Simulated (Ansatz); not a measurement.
System: CH6NSi, net charge 0, doublet state. SMILES: [CH2]N[SiH3]
Structure (B3LYP-D3(BJ)/def2-TZVP (Ansatz, a first-principles code) minimum search):
```
N
H 1 1.0075
C 1 1.3858 2 115.21
H 3 1.0782 1 119.05 2 12.92
H 3 1.0792 4 120.20 1 -161.56
Si 1 1.7348 2 118.69 3 -171.63
H 6 1.4791 1 106.31 2 -12.64
H 6 1.4822 7 110.93 1 119.39
H 6 1.4845 7 109.83 8 118.66
```
Charge 0, spin multiplicity 2.

Wanted: enthalpy of formation at 298 K, in kcal/mol. Terms: LANL2DZ with its own core potentials from Na on; non-relativistic; frozen cores in correlated levels; dispersion terms only where a functional's name holds one; six Cartesian d functions in 6-31G* and its kin unless marked 5d; UHF or UKS for open shells; 6-311+G** with 5d, 6d on Na to Ar in Ansatz; no spin-orbit coupling. CBS(X,Y): correlation extrapolated as X^-3; Hartree-Fock from the larger set. First-principles rows: single points at B3LYP-D3(BJ) geometries (Ansatz), with unscaled harmonic terms from B3LYP/6-31G* (Ansatz) at its own minima, enthalpies of formation by atomisation with measured atoms.

Coupled cluster (Ansatz) is a level with limits of its own, used here on species with T1 under 0.025 (0.045 for open shells) and stable references: CCSD(T)/CBS(aug-cc-pV(T+d)Z,aug-cc-pV(Q+d)Z).

Value to compare with, CCSD(T)/CBS(aug-cc-pV(T+d)Z,aug-cc-pV(Q+d)Z) (Ansatz): 32.3 kcal/mol.

```json
[
 {"level": "B3LYP/STO-3G", "program": "Ansatz", "enthalpy of formation at 298 K (kcal/mol)": "-112.8", "difference": "-145.1"},
 {"level": "B3LYP/3-21G", "program": "Ansatz", "enthalpy of formation at 298 K (kcal/mol)": "66.3", "difference": "34.0"},
 {"level": "B3LYP/LANL2DZ", "program": "Ansatz", "enthalpy of formation at 298 K (kcal/mol)": "63.1", "difference": "30.8"},
 {"level": "B3LYP/6-31G", "program": "Ansatz", "enthalpy of formation at 298 K (kcal/mol)": "79.2", "difference": "46.9"},
 {"level": "B3LYP/6-31G*", "program": "Ansatz", "enthalpy of formation at 298 K (kcal/mol)": "42.9", "difference": "10.6"},
 {"level": "B3LYP/6-31+G*", "program": "Ansatz", "enthalpy of formation at 298 K (kcal/mol)": "42.7", "difference": "10.4"},
 {"level": "B3LYP/6-31G**", "program": "Ansatz", "enthalpy of formation at 298 K (kcal/mol)": "36.5", "difference": "4.2"},
 {"level": "B3LYP/def2-SVP", "program": "Ansatz", "enthalpy of formation at 298 K (kcal/mol)": "34.6", "difference": "2.3"},
 {"level": "B3LYP/cc-pVDZ", "program": "Ansatz", "enthalpy of formation at 298 K (kcal/mol)": "51.5", "difference": "19.2"},
 {"level": "B3LYP/6-311+G**", "program": "Ansatz", "enthalpy of formation at 298 K (kcal/mol)": "39.7", "difference": "7.4"},
 {"level": "B3LYP/def2-TZVPD", "program": "Ansatz", "enthalpy of formation at 298 K (kcal/mol)": "32.0", "difference": "-0.3"}
]
```

Among the 10 habitual levels, B3LYP/STO-3G lies farthest from CCSD(T)/CBS(aug-cc-pV(T+d)Z,aug-cc-pV(Q+d)Z) (Ansatz) (-145.1 kcal/mol) and B3LYP/def2-SVP nearest (2.3); 9 of 10 lie above it, and their mean absolute difference is 31.1 kcal/mol, the median 14.9. One case shows no general order.

The sets are all those run for this method; left out are runs that failed, that the program found above a lower state of the same kind, or whose <S^2> lies over 0.5 above the pure value.
